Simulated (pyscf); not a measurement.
**`[OH][In]([OH])[SH]`, singlet**

Gas-phase minimum from PySCF at ωB97X-D3(BJ)/def2-SVP, one conformer. 

```xyz
7

O     -1.2572     1.7589    -2.2118
In    -0.3338     0.6630    -0.8350
O      0.2327    -1.1526    -1.3997
S      0.1194     1.3704     1.3784
H     -1.5118     2.6351    -1.8997
H     -0.0018    -1.3338    -2.3184
H      0.7126     0.1996     1.6875
```

Bonds (Å): O1–In2 1.987, O1–H5 0.964, In2–O3 1.984, In2–S4 2.367, O3–H6 0.965, S4–H7 1.348. Angles (°): In2–O1–H5 113.5, O1–In2–O3 116.1, O1–In2–S4 124.9, O3–In2–S4 119.0, In2–O3–H6 111.9, In2–S4–H7 92.2.

Properties at ωB97X-D3(BJ)/def2-SVP:

| Item | Result |
|---|---|
| Harmonic wavenumbers, unscaled | 96, 133, 133, 198, 264, 293, 378, 622, 639, 695, 801, 826, 2757, 3893, 3905 cm⁻¹ |
| Zero-point energy | 22.3 kcal/mol |
| Rotational symmetry number | 1 |
| Entropy of this conformer at 298 K and 1 atm, rigid rotor and harmonic oscillator, modes under 100 cm⁻¹ raised to 100 | 359.0 J/(mol K) |
| Dipole moment | 0.64 D |

Single-point totals, which compare only within one level (frozen core for MP2 and CC):

```json
[
 {"level": "ωB97X-D3(BJ)/def2-TZVP", "total energy (hartree)": "-740.83799"},
 {"level": "PBE/def2-TZVP", "total energy (hartree)": "-740.40411"},
 {"level": "r²SCAN/def2-TZVP", "total energy (hartree)": "-740.70179"},
 {"level": "B3LYP-D3(BJ)/def2-TZVP", "total energy (hartree)": "-740.82333"},
 {"level": "PBE0-D3(BJ)/def2-TZVP", "total energy (hartree)": "-740.43254"},
 {"level": "M06-2X/def2-TZVP", "total energy (hartree)": "-740.58575"},
 {"level": "ωB97M-D3(BJ)/def2-TZVP", "total energy (hartree)": "-740.83698"},
 {"level": "HF/def2-TZVPP", "total energy (hartree)": "-738.36345"},
 {"level": "MP2/def2-TZVPP", "total energy (hartree)": "-739.31487"},
 {"level": "CCSD/def2-TZVPP", "total energy (hartree)": "-739.32508"},
 {"level": "CCSD(T)/def2-TZVPP", "total energy (hartree)": "-739.36183"}
]
```

Soft torsions are taken as harmonic, which can shift the entropy by several J/(mol K). The CCSD(T) − MP2 part came from Ansatz, without density fitting, on the same reference. The frozen core leaves the outer d or s,p core shells of the metals and heavy elements correlated in the MP2 and CC values, and def2-TZVPP describes them poorly, so these totals are far from the basis limit. Elements past Kr carry the def2 core potentials, without spin-orbit coupling.
